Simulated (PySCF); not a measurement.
# C₆ coefficients of unlike pairs at PBE

Calculated with PySCF 2.14 from the dipole response of each species, C₆(A,B) = (3/π) ∫ α_A(iu) α_B(iu) du, in atomic units, from isotropic polarisabilities. For ions this is the dispersion term alone; charge-induced terms of lower order in 1/R come first.

```
species      configuration                                                                               basis     relativity  α (bohr³)  C₆ (like pair)
   Ag²⁺      [Kr] 4d9 (2D)  x2c-QZVPPall with one added diffuse shell each of s, p, d, f, g type (14s9p8d5f3g)  spin-free X2C      6.230           32.43
     Co  [Ar] 3d7 4s2 (4F)      x2c-TZVPPall with one added diffuse shell each of s, p, d, f type (7s6p5d3f1g)  spin-free X2C      52.15           436.2
   Al³⁺          [Ne] (1S)                                                         aug-cc-pwCVQZ (10s9p7d5f3g)           none     0.2827          0.2647
     Rh  [Kr] 4d8 5s1 (4F)      x2c-TZVPPall with one added diffuse shell each of s, p, d, f type (9s7p7d3f1g)  spin-free X2C      53.90           472.4
```

Estimate C₆ for Rh with Co.

The integral gives 452.0. The combination rule 2 C_A C_B / (C_A α_B/α_A + C_B α_A/α_B) gives 453.9 and the geometric mean 453.9.

No spin-orbit coupling is included.

The other pairs:

| pair | C₆ |
| --- | --- |
| Co, Ag²⁺ | 92.92 |
| Al³⁺, Ag²⁺ | 2.508 |
| Rh, Ag²⁺ | 102.7 |
| Rh, Al³⁺ | 6.208 |
| Al³⁺, Co | 5.358 |
